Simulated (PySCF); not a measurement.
Computed shifts of a molecule CH7FO2Si2, PBE0/pcSseg-1 (PySCF), GIAO, gas phase, equivalent atoms averaged, in ppm (number of nuclei): ²⁹Si: -31.5 (1), -68.2 (1). ¹⁹F: -136.1 (1). ¹³C: -9.6 (1). ¹H: 4.27 (3), 2.50 (1), 2.26 (1), 0.24 (1), 0.14 (1). References: ¹⁷O against H2O (σ = 334.2 ppm); ²⁹Si against TMS (σ = 352.7 ppm); ¹⁹F against CFCl3 (σ = 167.2 ppm); ¹³C against TMS (σ = 186.3 ppm); ¹H against TMS (σ = 31.56 ppm), references at their B3LYP-D3(BJ)/def2-TZVP geometries, non-relativistic. The structure is a stationary point at B3LYP-D3(BJ)/def2-SVP. Other conformers were not sampled.

Identify the compound among the candidates.
(A) CO[Si@H](O)[SiH2]F
(B) OC[SiH2][Si@H](O)F
(C) O[Si](O)(F)C[SiH3]
(D) O[SiH2]C[Si@H](O)F

C, O[Si](O)(F)C[SiH3]
